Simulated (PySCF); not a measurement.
A GIAO shielding run with PySCF (density fitting, non-relativistic, gas phase) on `CSc1cnc(C)nn1`, C5H7N3S:

```
$ OMP_NUM_THREADS=1 python probes_run.py task.json out

{"job": {"kind": "nmr", "xc": "PBE0", "basis": "pcSseg-1"}, "charge": 0, "multiplicity": 1}
C      3.215460    -0.792100    -0.293005
S      2.563618     0.899629    -0.337284
C      0.868243     0.575562    -0.126740
C     -0.078259     1.619156    -0.093390
N     -1.345159     1.345572     0.071956
C     -1.670185     0.046192     0.199486
C     -3.104556    -0.290064     0.408507
N     -0.796114    -0.940404     0.157645
N      0.470982    -0.683926    -0.002704
H      2.970216    -1.238909     0.664758
H      2.766710    -1.363494    -1.098708
H      4.289695    -0.712920    -0.422243
H      0.208076     2.656211    -0.203970
H     -3.319132    -0.299658     1.476703
H     -3.729720     0.464419    -0.060306
H     -3.317475    -1.276318     0.006932
```

Hardware: 1 thread of an Intel Xeon Platinum 8375C, shared host. The job also computes population analyses, field gradients, ring-centre shieldings.

**Question.** How large is the calculation?

**Answer.** 74 electrons, 195 basis functions and 1018 auxiliary functions.

**Question.** How long does it take, and how much memory does it need?

**Answer.** 38 s of wall time, with 14 SCF cycles and 6 response iterations; peak memory 0.85 GiB. Times on a shared host scatter by some tens of per cent.
